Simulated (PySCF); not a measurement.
BF3, charge +1, doublet, at a GFN2-xTB geometry (a state made from the parent by changing its charge; the spin is typed, not shown lowest). Base run: PySCF with DF-PBE0/aug-cc-pVDZ.

Here is a job for PySCF.
```python
from pyscf import gto, scf, dft

mol = gto.Mole()
mol.atom = '''
    B     0.023522   -0.011173    0.010554
    F    -1.111737   -0.666599   -0.018630
    F    -0.014404    1.201515   -0.486636
    F     1.113073   -0.528709    0.499403
'''
mol.basis = 'aug-cc-pvdz'
mol.charge = 1
mol.spin = 1
mol.verbose = 4
mol.build()

mf = dft.UKS(mol)
mf.xc = 'pbe0'
mf = mf.density_fit(auxbasis='def2-universal-jkfit')
mf.kernel()
mf.analyze()
```

Each row names what was changed in the base input (with any setting that the change needs).

| change | ΔE vs base (µEh) | SCF cycles | <S^2> | outcome |
|---|---|---|---|---|
| base | 0.0 | 13 | 0.756 | converged |
| init_guess = mod_huckel | 0.0 | 15 | 0.756 | converged |
| solver = newton | 0.0 | - | 0.756 | converged |
| diis_space = 12 | 0.0 | 13 | 0.756 | converged |
| init_guess = atom | 0.0 | 13 | 0.756 | converged |
| diis = off; damp = 0.6 (with mf.diis_start_cycle = 200; with mf.max_cycle = 150) | 0.0 | 35 | 0.756 | converged |
| conv_tol = 1e-6 | 0.4 | 9 | 0.756 | converged |
| DIIS = ADIIS | 0.0 | 21 | 0.756 | converged |
| conv_tol = 1e-11 | 0.0 | 15 | 0.756 | converged |
| conv_tol = 1e-7 | 0.2 | 10 | 0.756 | converged |
| damp = 0.5; diis_start_cycle = 5 | 0.0 | 16 | 0.756 | converged |
| diis_space = 2 | - | 50 | - | not converged |
| conv_tol = 1e-12 | 0.0 | 16 | 0.756 | converged |

Open shells are given as the SCF converged; they aren't shown to be the lowest states, and a large step between rows can be another state.
